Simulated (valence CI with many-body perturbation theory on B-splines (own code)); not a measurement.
# Questions on Pr⁵³⁺

Calculated by relativistic CI+MBPT: four valence electrons over a frozen Dirac-Fock core [He], radial functions for each j: 11 s, 11 p, 9 d, 7 f, 5 g, 2 h, 1 i, with the one-electron correlation potential Σ1 (screened to all orders), the two-electron term Σ2, the three-electron term Σ3, Breit, model QED; selected single and double excitations, second order for the rest (own B-spline code, finite nucleus).

No measured spectrum was set against this ion. As an estimate, large intervals hold to a few tenths of a per cent, small ones and those within an open d or f shell to about a per cent. Among the levels kept, up to 270 cm⁻¹ of a level comes from second order outside the variational space, and about a tenth of that is noise between levels of different J, which matters for small intervals.

Levels are named by their leading jj configuration (3d3/2^4 stands for four electrons in 3d with j = 3/2), which in mixed levels can hold well under half, so a name can repeat and another be missing.

Rates and lifetimes use the calculated energies. Strong lines usually hold to 10 to 20 %, long lifetimes can be off by a factor of two.

Task: What is the ground level?

Result: (2s^2 2p1/2^2) J=0, composition 70 % 2s²2p² ³P + 30 % 2s²2p² ¹S.

Task: What is the ionisation energy?

Result: 10960 eV; NIST lists 10959 ± 5 eV (theoretical).

Task: Where does the other parity begin?

Result: At (2s 2p1/2^2 2p3/2) J=2, 710.6 eV.

Task: How well does LS coupling describe the low levels?

Result: Among the lowest 20 levels the leading LS term, summed over configurations, holds 67 % on average. For single configurations the figures are 66 % in LS and 99 % in jj coupling. Terms mix most in the J = 1 level at 777.7 eV, where the leading one holds 34 %.

Task: Among levels below 7252.5 eV, which E1 lines absorb most strongly from the ground level?

Result: to (2s^2 2p1/2 3d3/2) J=1 at 0.1918 nm, f = 0.947; to (2s 2p1/2^2 3p1/2) J=1 at 0.1931 nm, f = 0.525; to (2s 2p1/2^2 3p3/2) J=1 at 0.1882 nm, f = 0.356.
